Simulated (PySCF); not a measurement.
## Löwdin shares of the frontier orbitals

C5H6O3S.
Geometry (GFN2-xTB, Å), atoms numbered from 1 in this order:
```
atom  x, y, z in Å
C1    -2.420    0.688   -0.057
S2    -1.621   -0.612   -1.112
O3    -2.133   -1.890   -0.628
C4    -0.003   -0.439   -0.333
C5     0.656   -1.219    0.564
C6     1.936   -0.633    0.750
C7     1.960    0.457   -0.067
O8     2.923    1.363   -0.275
O9     0.797    0.593   -0.737
H10   -1.922    1.633   -0.243
H11   -3.466    0.749   -0.342
H12   -2.334    0.396    0.983
H13    0.267   -2.097    1.034
H14    2.724   -0.969    1.388
H15    2.631    1.989   -0.948
```

Method used: TDDFT PBE0/def2-SVPD, vertical, gas phase, core orbitals frozen in the response in PySCF 2.14.0, density-fitted response routines.

Frontier orbitals with the atoms that hold most of them (Löwdin shares over 4%, at most four atoms; ? is withheld):

| orbital | ε (eV) | atoms |
| --- | --- | --- |
| LUMO+2 | 0.41 | S2 51%, C4 12%, O3 11%, C1 10% |
| LUMO+1 | 0.03 | O8 27%, H15 18%, O9 17%, C7 12% |
| LUMO | ? | ? |
| HOMO | -6.30 | ? |
| HOMO-1 | -7.29 | O3 45%, S2 22%, C4 10%, C1 6% |
| HOMO-2 | -8.27 | O3 64%, S2 12%, C1 9%, C4 8% |
| HOMO-3 | -8.65 | C5 30%, C6 25%, O9 21%, C4 10% |

Problem. Which atoms hold the HOMO, and with what shares?

Solution. C4 (bonded to C, O and S) 20%; C7 (bonded to C and 2 O) 15%; C6 (bonded to 2 C and H) 14%; O8 (bonded to C and H) 11%. By element: carbon 49% or more, oxygen 11% or more.

Problem. Give the leading atoms of the LUMO.

Solution. C5 (bonded to 2 C and H) 18%; C4 (bonded to C, O and S) 17%; S2 (bonded to 2 C and O) 16%; C7 (bonded to C and 2 O) 11%. By element: carbon 46% or more, sulfur 16%.

Problem. What is the LUMO energy, and the HOMO–LUMO gap?

Solution. ε(LUMO) = -0.37 eV; the gap is 5.93 eV (0.2178 hartree).

Problem. The HOMO–LUMO gap is 5.93 eV. Where does the response calculation put the lowest singlet, and from which orbitals?

Solution. S1 is at 5.10 eV (f = 0.231), 0.83 eV below the gap, made of HOMO→LUMO (89%). Without the coupling terms of the response equations the lowest excitation would equal the gap.

Problem. One configuration dominates each of S1, S2 and S4. Which, and how do the shares of the two leading atoms of either orbital change from the occupied to the empty one?

Solution. 
- S1 (5.10 eV, f 0.231), HOMO→LUMO (89%): C4 20% → 17%, C7 15% → 11%, C5 at most 11% → 18%
- S2 (5.22 eV, f 0.012), HOMO→LUMO+1 (92%): C4 20% → at most 13%, C7 15% → 12%, O8 11% → 27%, H15 at most 11% → 18%
- S4 (5.79 eV, f 0.048), HOMO-1→LUMO (87%): O3 45% → at most 12%, S2 22% → 16%, C5 at most 6% → 18%, C4 10% → 17%

Löwdin shares depend on the basis, the more so with diffuse functions.

Cost: about 1.9 min of CPU time on one thread; the machine was shared, so the figure is rough.

One conformer stands for the species.
